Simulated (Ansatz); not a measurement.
Born–Oppenheimer molecular dynamics of AlClFH$_{2}$N (6 atoms, charge 0, multiplicity 1). It starts from a relaxed structure.

All numbers below come from RKS r2SCAN-D4/def2-SVP (Ansatz 0.2.0).

```
ensemble        : NVT, Langevin thermostat
time step       : 0.5 fs
steps asked     : 150
set temperature : 200 K
friction        : 0.005 /fs
seed            : 406600
```

First frame:

```xyz
6
Properties=species:S:1:pos:R:3
Al -0.037 -0.029 -0.053
F 0.001 -0.391 1.565
Cl 1.760 0.382 -1.036
N -1.563 0.005 -0.912
H -2.471 -0.183 -0.498
H -1.664 0.216 -1.900
```

(1) How far do the bonds stretch over the last three quarters of this one trajectory? (Pairs bonded in most of those frames.)

Answers

(1) 
| bond | mean (Å) | spread (Å) | shortest | longest |
| --- | --- | --- | --- | --- |
| Al1–F2 | 1.657 | 0.016 | 1.64 | 1.70 |
| Al1–Cl3 | 2.089 | 0.027 | 2.05 | 2.12 |
| Al1–N4 | 1.751 | 0.016 | 1.73 | 1.78 |
| N4–H5 | 1.016 | 0.011 | 0.99 | 1.04 |
| N4–H6 | 1.017 | 0.015 | 0.99 | 1.04 |

Mean temperature of the second half: 170 K. The mean temperature of the second half is 15 % below the set value. A run of 0.075 ps of so small a system gives no equilibrium averages.

Run time: 10 min on 1 thread of Arm Neoverse V1, with other jobs on the host, peak memory 0.13 GiB.
